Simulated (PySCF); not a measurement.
# MNa cations for M along the chalcogens

PBE0 with double-zeta basis sets in PySCF, for the lowest determinant that a PBE0 search found; no spin–orbit coupling. De refers to high-spin ground-configuration atoms (the charge goes to the atom of lower measured ionisation energy or higher electron affinity, which is not always the lowest computed limit). A positive dipole points towards Na; it is taken about the centre of mass and depends on that origin.

```tsv
M	basis	charged atom	state (unpaired electrons)	Re (Å)	ωe (cm⁻¹)	De (eV)	μ (D)
S	def2-SVP	Na+	triplet (π ↑↑)	2.897	169	0.61	6.55
Se	def2-SVP	Na+	triplet (π ↑↑)	2.997	147	0.64	9.18
Te	x2c-SVPall	Na+	triplet (π ↑↑)	3.142	145	0.79	9.97
```

The shortest bond is that of NaS⁺ (2.897 Å), the longest that of NaTe⁺ (3.142 Å).

The rows differ in basis set, which adds steps of its own.

Down a group the atoms grow and get heavier, so bonds lengthen and wavenumbers fall; this series shows no clear exception.

Spin–orbit coupling is left out, which matters for elements this heavy, above all for dissociation energies. For an ion De counts to the pair picked by the measured ionisation energies or electron affinities, which need not be the lowest pair at this level. States were picked by a PBE0 search and need not be the measured ground states.
